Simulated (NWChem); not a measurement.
Everything below was run with NWChem. System: H₆InN, charge 0, spin multiplicity 1, at a geometry optimised with PBE0/def2-SVP with def2 effective core potentials on In. The structure started from a generated list of species. Level: PBE/def2-SVPD with def2 effective core potentials on In.

Job file:

```
start mol
memory heap 200 mb stack 900 mb global 1100 mb
geometry units angstroms nocenter noautoz
  In     0.054204    -0.391711     0.000000
  H      0.939797    -0.465804     1.501680
  H     -1.636640    -0.822368     0.000000
  H      0.939797    -0.465804    -1.501680
  N     -0.274601     1.984216     0.000000
  H     -0.795737     2.287731    -0.822077
  H      0.614706     2.482862     0.000000
  H     -0.795737     2.287731     0.822077
  symmetry group Cs
end
basis spherical
  * library def2-svpd
end
ecp
  In library def2-ecp
end
dft
  xc xpbe96 cpbe96
  semidirect memsize 60000000 filesize 0
  iterations 100
end
task dft energy
```

Part of the output:

```
             Northwest Computational Chemistry Package (NWChem) 7.3.0
             --------------------------------------------------------

                                NWChem Input Module
                                -------------------

 Scaling coordinates for geometry "geometry" by  1.889725989
 (inverse scale =  0.529177249)

 Turning off AUTOSYM since
 SYMMETRY directive was detected!

                             Geometry "geometry" -> ""
                             -------------------------

 Output coordinates in angstroms (scale by  1.889725989 to convert to a.u.)

  No.       Tag          Charge          X              Y              Z
 ---- ---------------- ---------- -------------- -------------- --------------
    1 In                  49.0000     0.05420400    -0.39171100     0.00000000
    2 H                    1.0000     0.93979700    -0.46580400     1.50168000
    3 H                    1.0000    -1.63664000    -0.82236800     0.00000000
    4 H                    1.0000     0.93979700    -0.46580400    -1.50168000
    5 N                    7.0000    -0.27460100     1.98421600     0.00000000
    6 H                    1.0000    -0.79573700     2.28773100    -0.82207700
    7 H                    1.0000     0.61470600     2.48286200     0.00000000
    8 H                    1.0000    -0.79573700     2.28773100     0.82207700

 Effective nuclear repulsion energy (a.u.)     164.1223210754

            Nuclear Dipole moment (a.u.)
            ----------------------------
        X                 Y               Z
 ---------------- ---------------- ----------------
    -0.0000472431     0.0000396842     0.0000000000

      Symmetry information
      --------------------

 Group name             Cs
 Group number              2
 Group order               2
 No. of unique centers     6

      Symmetry unique atoms

     1    2    3    5    6    7


 Summary of "ao basis" -> "" (spherical)
 ------------------------------------------------------------------------------
       Tag                 Description            Shells   Functions and Types
[...]
 Vector   17  Occ=2.000000D+00  E=-2.249224D-01  Symmetry=a"
              MO Center=  6.7D-01, -4.3D-01,  2.8D-11, r^2= 3.3D+00
   Bfn.  Coefficient  Atom+Function         Bfn.  Coefficient  Atom+Function
  ----- ------------  ---------------      ----- ------------  ---------------
    14      0.380738  1 In pz                33      0.315326  2 H  s
    49     -0.315326  4 H  s                 17      0.160338  1 In pz
    21      0.159594  1 In d  1              34      0.151270  2 H  s
    50     -0.151270  4 H  s                 11     -0.116394  1 In pz
     8     -0.108515  1 In pz                40      0.037334  2 H  pz

 Vector   18  Occ=0.000000D+00  E=-4.926042D-02  Symmetry=a'
              MO Center= -2.2D-01,  1.6D+00, -1.7D-13, r^2= 7.2D+00
   Bfn.  Coefficient  Atom+Function         Bfn.  Coefficient  Atom+Function
  ----- ------------  ---------------      ----- ------------  ---------------
    16      0.821032  1 In py                60      0.689822  5 N  s
     5      0.595446  1 In s                 58     -0.328051  5 N  s
    13      0.264178  1 In py                78     -0.256832  6 H  s
    86     -0.256805  7 H  s                 91      0.257934  7 H  py
    94     -0.256832  8 H  s                 83      0.224685  6 H  py

 Vector   19  Occ=0.000000D+00  E= 4.823302D-04  Symmetry=a'
              MO Center=  1.4D-01, -1.0D+00, -6.8D-16, r^2= 1.0D+01
   Bfn.  Coefficient  Atom+Function         Bfn.  Coefficient  Atom+Function
  ----- ------------  ---------------      ----- ------------  ---------------
     4      1.594542  1 In s                  5     -1.578186  1 In s
    16      0.334564  1 In py                60     -0.306972  5 N  s
     3      0.293664  1 In s                 13      0.274066  1 In py
     1     -0.193739  1 In s                 62     -0.193145  5 N  py
    34     -0.177227  2 H  s                 42     -0.177234  3 H  s

 Vector   20  Occ=0.000000D+00  E= 6.577852D-03  Symmetry=a'
              MO Center=  1.9D-02, -1.4D-01, -2.9D-13, r^2= 8.6D+00
   Bfn.  Coefficient  Atom+Function         Bfn.  Coefficient  Atom+Function
  ----- ------------  ---------------      ----- ------------  ---------------
     4      1.122715  1 In s                 60      0.745751  5 N  s
     5     -0.433750  1 In s                 32     -0.395882  1 In d  2
    34     -0.354710  2 H  s                 42     -0.354727  3 H  s
    50     -0.354710  4 H  s                  3      0.350133  1 In s
    78     -0.332329  6 H  s                 86     -0.332301  7 H  s

 center of mass
 --------------
 x =   0.02301277 y =  -0.16632764 z =   0.00000000

 moments of inertia (a.u.)
 ------------------
         341.056137981274          41.359890141329           0.000000000000
          41.359890141329          47.916552856160           0.000000000000
           0.000000000000           0.000000000000         346.780032556406

     Multipole analysis of the density
     ---------------------------------

     L   x y z        total         alpha         beta         nuclear
     -   - - -        -----         -----         ----         -------
     0   0 0 0     -0.000000    -17.000000    -17.000000     34.000000

     1   1 0 0     -0.257078      1.305515      1.305515     -2.868107
     1   0 1 0      1.856493     -9.434944     -9.434944     20.726380
     1   0 0 1     -0.000000     -0.000000     -0.000000      0.000000

     2   2 0 0    -27.265205    -25.557859    -25.557859     23.850514
     2   1 1 0     -1.421294      9.831471      9.831471    -21.084237
     2   1 0 1      0.000000      0.000000      0.000000      0.000000
     2   0 2 0    -17.190488    -95.236845    -95.236845    173.283201
     2   0 1 1     -0.000000     -0.000000     -0.000000      0.000000
     2   0 0 2    -27.462148    -24.197340    -24.197340     20.932532

 Task  times  cpu:        7.9s     wall:        7.9s

 Total times  cpu:        7.9s     wall:        7.9s
```
